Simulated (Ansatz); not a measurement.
Reaction (ligand exchange at the Si–C bond): `C[SiH](F)O[SiH2]O` + H–F → `O[SiH2]O[SiH](F)F` + CH₄

Isolated molecules relaxed with PBE0-D4/def2-TZVP in Ansatz; ΔE leaves out vibrations. CBS: MP2 limit from def2 TZ/QZ plus the TZ coupled-cluster correction, frozen cores. This one scheme is used for every species. Functionals use def2-TZVPP. Each species was taken in one conformer, which may not be the lowest.

`C[SiH](F)O[SiH2]O`:

Z-matrix (Å, degrees):
```
C
Si 1 1.845
H 1 1.093 2 110.5
H 1 1.093 2 111.0 3 -120.0
H 1 1.093 2 110.4 3 119.7
F 2 1.604 1 108.2 3 -179.7
O 2 1.626 1 112.0 3 -61.3
H 2 1.479 1 113.7 3 61.5
Si 7 1.637 2 140.5 1 -73.7
O 9 1.639 7 111.5 2 4.8
H 9 1.477 7 109.0 2 121.1
H 9 1.483 7 107.3 2 -117.2
H 10 0.959 9 118.0 7 -69.5
```

H–F:

Cartesian coordinates in Å:
```
F -0.210 -0.409 -0.009
H 0.210 0.409 0.009
```

`O[SiH2]O[SiH](F)F`:

```xyz
10

O     1.679   -0.197   -1.642
Si    1.173   -0.692   -0.169
O    -0.381   -0.243    0.104
Si   -1.504    0.754    0.660
F    -2.332    0.026    1.792
F    -0.830    2.021    1.326
H     1.364   -0.663   -2.418
H     1.195   -2.169   -0.065
H     2.055   -0.026    0.808
H    -2.419    1.189   -0.397
```

CH₄:

Cartesian coordinates in Å:
```
C 0.000 0.000 0.000
H 0.784 -0.093 0.751
H -0.969 -0.190 0.461
H 0.172 -0.724 -0.796
H 0.013 1.007 -0.416
```

```json
{"level": "PBE-D4", "ΔE (kJ/mol)": "-143.3", "difference from CCSD(T)/CBS": "10.2"}
{"level": "r2SCAN-D4", "ΔE (kJ/mol)": "-158.2", "difference from CCSD(T)/CBS": "-4.7"}
{"level": "ωB97X-V", "ΔE (kJ/mol)": "-154.2", "difference from CCSD(T)/CBS": "-0.7"}
{"level": "B2PLYP", "ΔE (kJ/mol)": "-163.5", "difference from CCSD(T)/CBS": "-10.0"}
{"level": "SCS-MP2/def2-TZVPP", "ΔE (kJ/mol)": "-160.3", "difference from CCSD(T)/CBS": "-6.8"}
{"level": "CCSD/def2-TZVPP", "ΔE (kJ/mol)": "-158.2", "difference from CCSD(T)/CBS": "-4.7"}
{"level": "SCS-MP2/def2-QZVPP", "ΔE (kJ/mol)": "-160.4", "difference from CCSD(T)/CBS": "-6.9"}
{"level": "HF/CBS(def2)", "ΔE (kJ/mol)": "-183.2", "difference from CCSD(T)/CBS": "-29.7"}
{"level": "MP2/CBS(def2)", "ΔE (kJ/mol)": "-153.3", "difference from CCSD(T)/CBS": "0.2"}
{"level": "CCSD/CBS(def2)", "ΔE (kJ/mol)": "-156.7", "difference from CCSD(T)/CBS": "-3.2"}
{"level": "CCSD(T)/CBS", "ΔE (kJ/mol)": "-153.5", "difference from CCSD(T)/CBS": "0"}
```

Largest T1 diagnostic among the species: 0.012.

The D4 term adds +8.3 kJ/mol with B3LYP and +4.7 kJ/mol with PBE0; it sums over pairs of atoms, weighted by their polarisabilities, and B3LYP, whose exchange is more repulsive, gets the larger term. In def2-TZVPP, CCSD(T) changes the Hartree–Fock value by +25.0 kJ/mol (the triples alone add +3.2 kJ/mol) and MP2 by +25.2 kJ/mol.

B3LYP here is the variant with VWN-RPA as its local correlation; programs differ in this.
